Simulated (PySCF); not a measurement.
Molecule: 3-chloro-1-fluorobenzene (C1(Cl)=CC=CC(F)=C1, C6H4ClF).

Molfile (atoms numbered from 1):
```
C6H4ClF
     RDKit          3D

 12 12  0  0  0  0  0  0  0  0999 V2000
   -0.6607    2.7078   -0.0498 F   0  0  0  0  0  0  0  0  0  0  0  0
   -0.2496    1.4433   -0.0559 C   0  0  0  0  0  0  0  0  0  0  0  0
   -1.1940    0.4244   -0.0240 C   0  0  0  0  0  0  0  0  0  0  0  0
   -0.7469   -0.8948   -0.0309 C   0  0  0  0  0  0  0  0  0  0  0  0
    0.6137   -1.1923   -0.0689 C   0  0  0  0  0  0  0  0  0  0  0  0
    1.5327   -0.1436   -0.1001 C   0  0  0  0  0  0  0  0  0  0  0  0
    3.2261   -0.4961   -0.1475 Cl  0  0  0  0  0  0  0  0  0  0  0  0
    1.1157    1.1863   -0.0941 C   0  0  0  0  0  0  0  0  0  0  0  0
   -2.2549    0.6765    0.0057 H   0  0  0  0  0  0  0  0  0  0  0  0
   -1.4736   -1.7098   -0.0061 H   0  0  0  0  0  0  0  0  0  0  0  0
    0.9682   -2.2235   -0.0744 H   0  0  0  0  0  0  0  0  0  0  0  0
    1.8304    2.0090   -0.1183 H   0  0  0  0  0  0  0  0  0  0  0  0
  1  2  1  0
  2  3  1  0
  3  4  2  0
  4  5  1  0
  5  6  2  0
  6  7  1  0
  6  8  1  0
  8  2  2  0
  3  9  1  0
  4 10  1  0
  5 11  1  0
  8 12  1  0
M  END
```

Geometry PBE0-D3(BJ)/def2-SVP throughout; GIAO in PySCF 2.14.0 with density-fitted response routines, gas phase, one conformer, non-relativistic; equivalent atoms averaged; functional PBE0.

For orientation, def2-SVP gives these shifts δ (against CFCl3, TMS, HCl at the same level): F1 -88.1, C2 162.1, C4 128.5, C8 114.3, C3 111.5, Cl7 216.6, H10 7.10, H12 6.87, H11 6.89 ppm.

A run gave: F1 -107.9, C2 170.4, C4 135.8, C8 121.9, C3 118.5, Cl7 245.3, H10 7.37, H12 7.15, H11 7.19 ppm (shifts δ (against CFCl3, TMS, HCl at the same level)).

**Question.** Which basis set was used in that run?
A. aug-cc-pVDZ
B. pcSseg-1
C. pcSseg-0
D. cc-pVDZ

**Answer.** B. C2 tells them apart best: pcSseg-1 gives 170.4, aug-cc-pVDZ gives 161.3, pcSseg-0 gives 179.9, cc-pVDZ gives 162.4 ppm.
